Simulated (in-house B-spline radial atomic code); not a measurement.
**Ionising Xe²⁺ with different functionals**

Computed with a radial B-spline atomic code at the basis-set limit: four-component Dirac-Coulomb Hamiltonian, Fermi nucleus of rms radius 4.7859 fm, spin-restricted, spherical fractional occupations for the functionals. The ionisation energy is the difference of two self-consistent energies, [Kr] 4d10 5s2 5p4 → [Kr] 4d10 5s2 5p3, without Breit or QED terms; ε is the level of the shell that loses the electron (mean over j). The electron is taken from both j subshells in proportion to 2j + 1, so the result is a j average, not the step between ground levels.

Hybrids are left out here: with spherical fractional occupations of an open shell their exact exchange keeps a self-interaction that integer-occupation calculations don't have.

| method | rung | ΔSCF (eV) | -ε(5p) (eV) |
| --- | --- | --- | --- |
| LDA VWN5 | LDA | 32.01 | 26.88 |
| relativistic LDA | LDA | ? | ? |
| LDA PW92 | LDA | 32.01 | 26.87 |
| LDA exchange-only | LDA | 30.61 | 25.50 |
| PBE | GGA | 31.76 | 26.66 |
| PBEsol | GGA | 31.81 | 26.70 |
| BLYP | GGA | ? | ? |
| RPBE | GGA | 31.71 | 26.61 |
| PW91 | GGA | 31.84 | 26.73 |
| BP86 | GGA | 31.91 | 26.79 |
| AM05 | GGA | 31.78 | 26.67 |
| OLYP | GGA | 31.70 | 26.60 |

(1) What does relativistic LDA give?

(2) What does BLYP give?

(3) How do they compare with the NIST value?

Results:

(1) ΔSCF 31.99 eV, and -ε(5p) = 26.87 eV.

(2) ΔSCF 31.61 eV, and -ε(5p) = 26.49 eV.

(3) NIST lists 31.05 eV ± 0.04 (semi-empirical, ground level to ground level). Errors run from -0.44 to +0.96 eV. The correlated functionals all miss on the same side by more than they spread, so the cause is common to them (Breit-QED terms, spin polarisation, the choice among j levels, multiplet and fine-structure energies, or a listed next ion that isn't the cheapest removal here) and closeness doesn't rank the functionals.
